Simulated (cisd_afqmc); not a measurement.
Input (AFQMC/CISD/cc-pV(D+d)Z; cisd_afqmc is a phaseless AFQMC code with CISD trial states that reads the integrals written by Ansatz): A basis named .json is the Basis Set Exchange file of that set.

Ansatz 0.2 input:
```python
import cisd_afqmc

open("ham.yaml", "w").write("""\
crystal:
  periodic: [false, false, false]
  atoms:
    - {symbol: B, position_ang: [-0.05305298, -0.36552424, -0.62785027]}
    - {symbol: H, position_ang: [-0.31047573, -0.98345510, -1.61242643]}
    - {symbol: P, position_ang: [-0.44506145, 1.47510233, -0.64526320]}
    - {symbol: H, position_ang: [0.08499978, 1.84474762, -1.89971973]}
    - {symbol: H, position_ang: [0.56724840, 2.02005339, 0.17437596]}
    - {symbol: P, position_ang: [0.28078930, -1.35235483, 0.93950250]}
    - {symbol: H, position_ang: [1.22824396, -0.55476878, 1.61754190]}
    - {symbol: H, position_ang: [1.15933064, -2.34016843, 0.44589015]}
basis:
  gaussian:
    orbitals: cc-pV_D+d_Z.json
magnetization: {spin_polarized: false}
correlation: {method: ccsd, electrons: outside_noble_gas, hamiltonian_folder: ham}
""")
rep = cisd_afqmc.ansatz("ham.yaml")
e_ccsd = rep["correlation"]["coupled_cluster"]["energy"]["hartree"]
out = cisd_afqmc.run("ham", e_ccsd, trial="CISD", walkers=100, populations=8, threads=8, dt=0.005, steps=40, early=24, settle=10, least=32,
    cut=5e-5, rank_cut=2e-4, target=0.0004, seconds=1500, seed=1, memory=17280, gpu=False)
```

Output:

```
orbitals 74, occupied [9], factors 491 of 804, rank of the doubles 218 of 585
E(HF) = -709.067257
E(CCSD) on the cut factors = -709.458302, shift to the whole factors -0.000007
Energy of the trial state on the determinant = -709.458206
  tau behind 7.2 of longer steps, mean of the populations' last blocks
   2.0  -709.47231
   4.0  -709.47371
   6.0  -709.47480
   8.0  -709.47190
  10.0  -709.47329
  12.0  -709.47393
  14.0  -709.47414
  16.0  -709.47389
  18.0  -709.47549
  20.0  -709.47301
  22.0  -709.47239
blocks 930 (0 outliers left out), error by blocks joined: 1: 0.00016, 2: 0.00021, 4: 0.00026, 8: 0.00034, 16: 0.00039
E(AFQMC/CISD) = -709.47373 +/- 0.00039
```
